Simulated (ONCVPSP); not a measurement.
# phosphorus ONCV: all-electron and pseudo phase curves

- Element: P (Z = 15)
- Generator: ONCVPSP 4.0.1
- Type: optimised norm-conserving Vanderbilt (ONCV)
- Functional: PBEsol
- Relativity: scalar-relativistic
- Frozen core: [Ne]
- Valence charge: 5
- Reference configuration: 3s1.5 3p3.5
- Partial waves: 3s: rc 1.40 bohr, ncon 5, nbas 9, qcut 4.2 1/bohr, 1 projector; 3p: rc 1.55 bohr, ncon 4, nbas 8, qcut 9.3 1/bohr, 2 projectors, debl 3 Ha
- Local potential: polynomial inside 1.05 bohr (lpopt 5, dvloc0 1 Ha)
- Core correction: none

The phase is arctan(r·R′/R) of the radial function R(r), unwrapped; energies in Ha, scanned from -2 to 5 Ha. A pole is an energy at which the radial function vanishes at the test radius. The pseudo phase is shifted by a multiple of π to meet the all-electron one at the reference energy, and phase errors are pseudo minus all-electron; the curves can meet again beyond the range given. Levels narrower than the energy grid can be missing from the lists of poles.

Q: For each channel, where are the poles, and over which energies does the pseudopotential scatter like the atom?

A:

```csv
channel,radius (bohr),reference energy (Ha),"poles, all-electron","poles, pseudo",unbroken range about the reference energy with phases within 0.05 rad,phase error 1 Ha above the reference energy (rad)
s,1.42,-0.52,3.65,"0.88, 4.62",below 0.3,-0.071
p,1.57,-0.21,2.81,2.81,the whole range,-0.001
```

Note: no bound ghost flagged; GHOST(+) flagged for s at 29.6 eV.

Phases in the p channel:

| E (Ha) | all-electron | pseudo |
| --- | --- | --- |
| -1.98 | 0.993 | 0.985 |
| -1.62 | 0.871 | 0.865 |
| -1.26 | 0.682 | 0.677 |
| -0.90 | 0.375 | 0.372 |
| -0.54 | -0.079 | -0.080 |
| -0.18 | -0.559 | -0.559 |
| 0.18 | -0.906 | -0.906 |
| 0.54 | -1.122 | -1.123 |
| 0.90 | -1.260 | -1.261 |
| 1.26 | -1.354 | -1.355 |
| 1.62 | -1.423 | -1.424 |
| 1.98 | -1.477 | -1.477 |
| 2.34 | -1.521 | -1.521 |
| 2.70 | -1.560 | -1.560 |
| 3.06 | -1.595 | -1.596 |
| 3.42 | -1.630 | -1.631 |
| 3.78 | -1.665 | -1.668 |
| 4.14 | -1.704 | -1.710 |
| 4.50 | -1.749 | -1.762 |
| 4.86 | -1.804 | -1.837 |
